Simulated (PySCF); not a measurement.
## How the method moves the HOMO and LUMO of `C#CC[SiH2]OC`

C4H8OSi.
Geometry (PBE0-D3(BJ)/def2-SVP, Å), atoms numbered from 1 in this order:
```
atom  x, y, z in Å
C1    -3.604    0.097    0.660
C2    -2.528   -0.409    0.426
C3    -1.207   -0.946    0.164
Si4    0.105    0.360    0.521
O5     1.567   -0.372    0.210
C6     2.816    0.240    0.360
H7    -4.564    0.534    0.864
H8    -1.110   -1.272   -0.885
H9    -1.001   -1.826    0.797
H10    0.020    0.795    1.949
H11   -0.093    1.551   -0.362
H12    2.939    1.104   -0.319
H13    2.986    0.592    1.395
H14    3.602   -0.493    0.119
```

Basis pcSseg-1 throughout (PySCF), one geometry. One conformer (not necessarily the lowest) at the PBE0-D3(BJ)/def2-SVP geometry, without solvent, vibrations or thermal averaging.

Problem. How do the orbital energies, the gap and the dipole change with the method?

Solution. 
```tsv
method	kind	HOMO (eV)	LUMO (eV)	gap (eV)	μ (D)	SCF cycles
BLYP	GGA	-6.11	-0.05	6.06	1.28	15
B97-D	GGA	-6.23	-0.06	6.17	1.29	16
OPBE	GGA	-6.25	-0.02	6.23	1.25	15
PBE	GGA	-6.28	-0.23	6.06	1.28	14
KT3	GGA	-6.29	-0.20	6.09	1.21	15
KT2	GGA	-6.30	-0.40	5.90	1.25	15
BP86	GGA	-6.39	-0.31	6.08	1.32	15
LDA	LDA	-6.45	-0.53	5.92	1.34	15
B97-2	global hybrid	-7.23	0.72	7.95	1.31	15
B3LYP	global hybrid	-7.23	0.51	7.74	1.31	15
PBE0	global hybrid	-7.48	0.70	8.19	1.32	15
mPW1PW91	global hybrid	-7.51	0.72	8.23	1.33	15
BHandHLYP	global hybrid	-8.52	1.66	10.18	1.35	13
CAM-B3LYP	range-separated hybrid	-8.81	1.77	10.58	1.35	13
wB97X-D	range-separated hybrid	-9.35	2.49	11.84	1.35	14
HF	Hartree–Fock	-10.13	3.99	14.12	1.41	12
LC-wPBE	range-separated hybrid	-10.23	2.98	13.21	1.37	13
```

The HOMO spans 4.12 eV, from BLYP down to LC-wPBE, and the gap runs from 5.90 eV (KT2) to 14.12 eV (HF). Over the methods BLYP (0 %), B97-D (0 %), OPBE (0 %), PBE (0 %), KT3 (0 %), KT2 (0 %), BP86 (0 %), LDA (0 %), B97-2 (21 %), B3LYP (20 %), PBE0 (25 %), mPW1PW91 (25 %), BHandHLYP (50 %), HF (100 %), a straight line through the gap against the share of exact exchange rises by 0.81 eV for each 10 % (correlation coefficient 0.999). The dipole ranges from 1.21 D (KT3) to 1.41 D (HF). This basis has no diffuse functions.
